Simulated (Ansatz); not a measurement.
Isolated molecules relaxed with PBE0-D4/def2-TZVP in Ansatz; ΔE leaves out vibrations. CCSD(T)/CBS is the MP2 limit (def2-TZVPP, def2-QZVPP) plus CCSD(T) − MP2 in def2-TZVPP, frozen cores. Functionals use def2-TZVPP. B3LYP here is the variant with VWN-RPA as its local correlation; programs differ in this. For Ga outer-core shells are correlated without core-valence functions, which leaves a few kJ/mol of doubt a bond. Scalar relativity is left out up to krypton. Each species was taken in one conformer, which may not be the lowest.

`C[S][Ga]([Cl])[Cl]` + `CCC(C)C(C)C` → `CC[C@@H](C)[C@H](C)CC` + `[SH][Ga]([Cl])[Cl]`  (formal exchange of groups at a C–S bond)

`C[S][Ga]([Cl])[Cl]`:

Cartesian coordinates in Å:
```
C -0.729 -1.228 0.212
S 0.327 -0.631 -1.146
Ga 0.891 1.329 -0.411
Cl 2.158 2.610 -1.534
Cl 0.185 2.032 1.475
H -1.600 -0.589 0.345
H -0.174 -1.298 1.144
H -1.058 -2.224 -0.085
```

`CCC(C)C(C)C`:

```xyz
23

C     0.540   -2.581    0.001
C     0.124   -1.205    0.496
C     0.204   -0.114   -0.571
C     1.646    0.172   -0.970
C    -0.534    1.178   -0.175
C    -2.045    0.990   -0.147
C    -0.049    1.777    1.140
H     0.419   -3.334    0.784
H     1.585   -2.605   -0.314
H    -0.070   -2.891   -0.853
H    -0.899   -1.267    0.878
H     0.751   -0.922    1.349
H    -0.313   -0.496   -1.463
H     2.240    0.499   -0.112
H     1.694    0.958   -1.728
H     2.132   -0.713   -1.385
H    -0.314    1.905   -0.968
H    -2.411    0.575   -1.090
H    -2.552    1.945    0.018
H    -2.355    0.318    0.658
H     1.031    1.941    1.144
H    -0.294    1.128    1.985
H    -0.529    2.742    1.321
```

`CC[C@@H](C)[C@H](C)CC`:

Z-matrix (Å, degrees):
```
C
C 1 1.519
H 1 1.092 2 112.1
H 1 1.094 2 111.1 3 -120.4
H 1 1.093 2 111.0 3 120.0
C 2 1.529 1 115.1 3 67.3
H 2 1.096 1 109.0 3 -171.7
H 2 1.096 1 109.7 3 -56.7
C 6 1.539 2 113.4 1 -55.1
C 6 1.523 2 109.7 1 177.1
H 6 1.100 2 106.8 1 61.0
C 9 1.523 6 113.1 2 -60.6
C 9 1.529 6 111.4 2 172.7
H 9 1.098 6 106.4 2 57.2
H 10 1.092 6 112.2 2 -175.3
H 10 1.093 6 110.4 2 -55.4
H 10 1.094 6 111.4 2 63.6
H 12 1.092 9 111.9 6 56.1
H 12 1.093 9 111.4 6 -64.6
H 12 1.092 9 111.1 6 175.7
C 13 1.520 9 114.1 6 -163.7
H 13 1.096 9 108.6 6 -42.1
H 13 1.096 9 109.7 6 73.4
H 21 1.093 13 111.1 9 177.0
H 21 1.092 13 112.0 9 -63.1
H 21 1.094 13 111.0 9 57.2
```

`[SH][Ga]([Cl])[Cl]`:

Cartesian coordinates in Å:
```
S 1.227 -0.199 -1.231
Ga -0.431 0.272 0.095
Cl -1.878 1.714 -0.474
Cl -0.649 -0.688 1.980
H 1.732 -1.099 -0.369
```

```tsv
level	ΔE (kJ/mol)
revPBE-D4	-6.4
B3LYP-D4	-7.5
r2SCAN	-8.8
B3LYP	-6.6
```

Problem. What does CCSD(T)/CBS give? (An estimate is asked.)

Solution. Computed: -11.7 kJ/mol. The listed levels differ from it by 5.3, 4.2, 2.9, 5.1 kJ/mol.

Largest T1 diagnostic among the species: 0.011.

From BLYP to BHLYP (50 % exact exchange), in def2-TZVPP and without D4, ΔE moves by −7.9 kJ/mol. At CCSD(T), def2-SVP lies −14.6 kJ/mol from the extrapolated value and def2-TZVPP −3.5 kJ/mol.
